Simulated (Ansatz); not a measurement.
A CCSD(T) single point on CH5AlBrGa, SMILES `[CH3][Al]([GaH2])[Br]`.

```yaml
crystal:
  periodic: [false, false, false]
  atoms:
    - {symbol: C, position_ang: [-0.208002, 1.606076, -0.843132]}
    - {symbol: Al, position_ang: [-0.289569, -0.283235, -0.381412]}
    - {symbol: Ga, position_ang: [0.646952, -1.584048, 1.550500]}
    - {symbol: Br, position_ang: [-1.444455, -1.609602, -1.842178]}
    - {symbol: H, position_ang: [-1.218651, 2.018393, -0.927184]}
    - {symbol: H, position_ang: [0.344638, 2.200746, -0.111920]}
    - {symbol: H, position_ang: [0.268807, 1.735327, -1.820160]}
    - {symbol: H, position_ang: [2.069956, -2.263215, 1.495862]}
    - {symbol: H, position_ang: [-0.169675, -1.820442, 2.879634]}
basis:
  gaussian: {orbitals: def2-TZVPP}
correlation: {method: ccsd_t}
output: {orbitals: {seedname: orbitals}}
```

```sh
$ ansatz run in.yaml --threads 2 --pin off --events-out ev --progress --plain --max-ram 22528MiB --backend cuda --devices 0, --max-vram 18GiB
```

The program prints (abridged):

```
Functional definition: HF
1466 factors; integrals over basis functions are off by at most 1.2e-3 eV
mean field evaluation 1: about -130025.3920 eV, gradient 3.0e1 eV
mean field evaluation 2: about -130025.4931 eV, gradient 3.0e1 eV
mean field evaluation 4: about -130028.3027 eV, gradient 3.3e0 eV
mean field evaluation 8: about -130028.3528 eV, gradient 3.0e-1 eV
mean field -130028.35316556 eV, -4778.4538424511 hartree, gradient 4.2e-6 eV, S^2 0.000000; 0 other end points of the search recorded, 0 dependent functions left out
24 core orbitals not correlated: weight in the atoms' cores, before any rotation towards them, 1.000 or more for the frozen orbitals, at most 0.000 for the correlated occupied ones
reference -130028.35316556 eV, -4778.4538424511 hartree; 21, 21 occupied and 194, 194 virtual orbitals, 1466 factors
second order -20.53463375 eV of doubles, -0.00000000 eV of singles
cycle   1  -20.72560114 eV  change   -1.9e-1 eV  update   1.1e-1
cycle   2  -21.36081034 eV  change   -6.4e-1 eV  update   3.3e-2
cycle   3  -21.45064022 eV  change   -9.0e-2 eV  update   1.6e-2
cycle   4  -21.43733363 eV  change    1.3e-2 eV  update   3.9e-3
cycle   5  -21.43746154 eV  change   -1.3e-4 eV  update   1.5e-3
cycle   6  -21.43748920 eV  change   -2.8e-5 eV  update   4.7e-4
cycle   7  -21.43725470 eV  change    2.3e-4 eV  update   1.8e-4
cycle   8  -21.43727923 eV  change   -2.5e-5 eV  update   6.2e-5
cycle   9  -21.43731404 eV  change   -3.5e-5 eV  update   2.3e-5
perturbative correction -0.79630284 eV, -0.0292635897 hartree
Total energy: -130050.58678245 eV, -4779.2709128012 hartree
```

Hardware: 2 threads of an AMD EPYC 7R13 on a shared host and a share of an NVIDIA H100 80 GB. Wall time 3.1 s, peak host memory 0.85 GiB.

The correlation energy is -22.234 eV, 3.6 % of it from (T); the T1 diagnostic reads 0.0107.
